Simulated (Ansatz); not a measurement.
`[CH3][Mo]([CH3])(=[S])=[S]` + H–F → `[CH3][Mo]([F])(=[S])=[S]` + CH₄ at 700 K and 1 bar (ligand exchange at a Mo–C bond).

Computed with Ansatz on PBE0-D4/def2-TZVP structures; ΔE is electronic, products minus reactants. CCSD(T)/CBS is the MP2 limit (def2-TZVPP, def2-QZVPP) plus CCSD(T) − MP2 in def2-TZVPP, frozen cores. This one scheme is used for every species. Elements past krypton have def2 core potentials. For Mo outer-core shells are correlated without core-valence functions, which leaves a few kJ/mol of doubt a bond.

```
                     species  CCSD(T)/CBS energy (Eh)  H − E (kJ/mol)  S (J/(mol·K))
`[CH3][Mo]([CH3])(=[S])=[S]`               -943.47474           282.4          512.5
                         H–F               -100.39570            45.2          198.5
  `[CH3][Mo]([F])(=[S])=[S]`              -1003.45925           181.5          468.2
                         CH₄                -40.46206           145.9          224.0
```

H − E and S are ideal-gas, rigid-rotor, harmonic terms from PBE0-D4/def2-TZVP. 1 Eh = 2625.50 kJ/mol, R = 8.31446 J/(mol·K).

Q: By hand: ΔE, ΔH, ΔS and ΔG.

A: ΔE = (-1003.45925) + (-40.46206) − (-943.47474) − (-100.39570) = -0.05087 Eh = -133.6 kJ/mol. Δ(H − E) = 181.5 + 145.9 − 282.4 − 45.2 = -0.2, so ΔH = -133.8 kJ/mol. ΔS = 468.2 + 224.0 − 512.5 − 198.5 = -18.8 J/(mol·K). ΔG = -133.8 − 700 × (-18.8)/1000 = -120.6 kJ/mol.

Q: By hand: the equilibrium constant, and the temperature at which ΔG would vanish if ΔH and ΔS stayed fixed.

A: log₁₀ K = −ΔG/(RT ln 10) = 9.0. ΔG = 0 at ΔH/ΔS = 7117 K, far beyond where these terms or the molecules hold.

ΔH outweighs TΔS. A doubt of 5 kJ/mol in ΔE shifts log₁₀ K by 0.4 here. These are equilibria of isolated gas molecules and say nothing of rates. Largest T1 diagnostic: 0.026 (customary marks: 0.02 for closed shells, 0.045 for open ones).
